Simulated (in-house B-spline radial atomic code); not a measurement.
## Correlation energy from the adiabatic connection: −Z/r, Z = 2.13, wall at 0.477 bohr

Two electrons in a singlet, external potential −Z/r, Z = 2.13, wall at 0.477 bohr (atomic units). Full CI in B-splines (partial waves to l = 8, correlation up to 0.6 % small) with the density held fixed gives W(λ) = <V_ee>_λ − U, and E_c is the integral of W(λ) − W(0) from 0 to 1.

| λ | W(λ) − W(0) (hartree) |
| --- | --- |
| 0 | 0.00000 |
| 0.02 | -0.00206 |
| 0.05 | -0.00515 |
| 0.12 | -0.01229 |
| 0.25 | -0.02540 |
| 0.4 | -0.04027 |
| 0.6 | -0.05966 |
| 0.8 | -0.07859 |
| 1 | -0.09705 |

(1) Integrate the table by the trapezoid rule.

(2) Now use only three numbers: W(0) = -3.9672, the initial slope W'(0) = -0.1032 (extrapolated from the first points) and the strong-coupling limit of the point-charge-plus-continuum model, W∞ = -4.292. What do second-order theory and the interpolation W(λ) = W∞ + (W(0) − W∞)/√(1 + 2χλ) of Seidl, Perdew and Levy give?

Results:

(1) The strips give -0.00002, -0.00011, -0.00061, -0.00245, -0.00493, -0.00999, -0.01383, -0.01756, which sum to -0.04950 hartree. The direct value, W(1) − W(0) + T_c with T_c = 0.04752, is -0.04953; the curve is convex, so chords lie above it and the trapezoids fall short in size by 0.08 %.

(2) Second order keeps the slope alone: E_c = W'(0)/2 = -0.05160, +4 % in size against -0.04953. Matching the slope fixes χ = W'(0)/(W∞ − W(0)) = -0.1032/(-0.32480) = 0.31773. Integrating, with s = √(1 + 2χ) = 1.278854, E_c = −(W(0) − W∞)(s − 1)/(s + 1) = −0.32480 × 0.278854/2.278854 = -0.03974 hartree, -19.8 % in size against the full result. At λ = 1 the formula gives W − W(0) = -0.07082 against -0.09705. Part of the miss can come from the model's W∞, which here lies above the computed W at λ = 10, -4.58334.
